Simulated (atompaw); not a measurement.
**Varying the PAW (atompaw) potential for neodymium**

Base potential:

* Element: Nd
* Generator: atompaw 4.2.0.5
* Type: PAW
* Functional: PBE
* Relativity: scalar-relativistic
* Frozen core: [Kr] 4d10 5s2
* Valence charge: 12
* Reference configuration: 4f4 5p6 5d0 6s1.75 6p0 (charge +0.25)
* Partial waves: 6s (bound): rc 2.85 bohr; 6s channel at 0.1 Ry: rc 2.85 bohr; 5p (bound): rc 2.80 bohr; 6p (bound, empty): rc 3.00 bohr; 5d (bound, empty): rc 3.00 bohr; 5d channel at 0.7 Ry: rc 3.00 bohr; 4f (bound): rc 0.90 bohr; 4f channel at 1.7 Ry: rc 0.90 bohr
* Local potential: ultrasoft scheme with l = 4 at 0 Ry, radius 2.30 bohr
* Core correction: smooth core density matched at 2.30 bohr
* Augmentation charge: gaussian compensation charge, radius 2.85 bohr; PAW radius 3.00 bohr; waves and projectors: custom polynom vanderbiltortho

All-electron outer shells of the reference configuration (PBE, scalar-relativistic, ld1.x):

```tsv
shell	level (eV)	outermost node (bohr)	outermost maximum (bohr)
4d	-118.03	0.29	0.62
5s	-41.84	0.72	1.32
5p	-23.47	0.77	1.50
6s	-4.62	1.77	3.74
5d	-3.17	0.88	2.21
4f	-3.12	–	0.67
6p	-2.17	2.13	4.86
```

Cutoffs, loose and tight: the cutoffs (Ry, on a coarse ladder) from which the occupation-weighted sum of valence levels, in a spherical-Bessel basis at the reference potential, stays within 10 and 1 mRy of its value at 400 Ry. They see the waves, projectors and local potential, not the compensation charge or the core. A dash means not determined.

A true bound ghost makes a file unfit for plane-wave use even where its test errors are small: the radial tests pick states by their node count and pass the ghost by.

| change | outcome | cutoff, loose | cutoff, tight | bound ghosts |
| --- | --- | --- | --- | --- |
| base | generated | 230 Ry | over 300 Ry | s |
| all radii scaled by about 0.75 (s 2.14, p 2.10, d 2.26, f 0.68 bohr); local potential ultrasoft scheme with l = 4 at 0 Ry, radius 1.72 bohr; augmentation gaussian compensation charge, radius 2.14 bohr; PAW radius 2.26 bohr; waves and projectors: custom polynom vanderbiltortho; core correction smooth core density matched at 1.72 bohr | generated | over 300 Ry | over 300 Ry | s |
| all radii scaled by about 0.84 (s 2.38, p 2.34, d 2.50, f 0.76 bohr); local potential ultrasoft scheme with l = 4 at 0 Ry, radius 1.92 bohr; augmentation gaussian compensation charge, radius 2.38 bohr; PAW radius 2.50 bohr; waves and projectors: custom polynom vanderbiltortho; core correction smooth core density matched at 1.92 bohr | generated | 300 Ry | over 300 Ry | s |
| all radii scaled by about 0.95 (s 2.70, p 2.64, d 2.84, f 0.86 bohr); local potential ultrasoft scheme with l = 4 at 0 Ry, radius 2.18 bohr; augmentation gaussian compensation charge, radius 2.70 bohr; PAW radius 2.84 bohr; waves and projectors: custom polynom vanderbiltortho; core correction smooth core density matched at 2.18 bohr | generated | 260 Ry | over 300 Ry | s |
| all radii scaled by about 1.12 (s 3.20, p 3.14, d 3.38, f 1.02 bohr); local potential ultrasoft scheme with l = 4 at 0 Ry, radius 2.58 bohr; augmentation gaussian compensation charge, radius 3.20 bohr; PAW radius 3.38 bohr; waves and projectors: custom polynom vanderbiltortho; core correction smooth core density matched at 2.58 bohr | generated | 180 Ry | 300 Ry | s |
| all radii scaled by about 1.18 (s 3.36, p 3.30, d 3.54, f 1.06 bohr); local potential ultrasoft scheme with l = 4 at 0 Ry, radius 2.72 bohr; augmentation gaussian compensation charge, radius 3.36 bohr; PAW radius 3.54 bohr; waves and projectors: custom polynom vanderbiltortho; core correction smooth core density matched at 2.72 bohr | generated | 160 Ry | 260 Ry | s |
| all radii scaled by about 1.29 (s 3.68, p 3.62, d 3.88, f 1.16 bohr); local potential ultrasoft scheme with l = 4 at 0 Ry, radius 2.98 bohr; augmentation gaussian compensation charge, radius 3.68 bohr; PAW radius 3.88 bohr; waves and projectors: custom polynom vanderbiltortho; core correction smooth core density matched at 2.98 bohr | generated | 140 Ry | 230 Ry | s |

Reading the sweep of the scale of all radii (base = 1) (base included, trends over the rows without a ghost): Bound ghosts are found at 0.75, 0.84, 0.95, 1, 1.12, 1.18, 1.29. Every judged row has one, so this setting neither creates nor removes them.
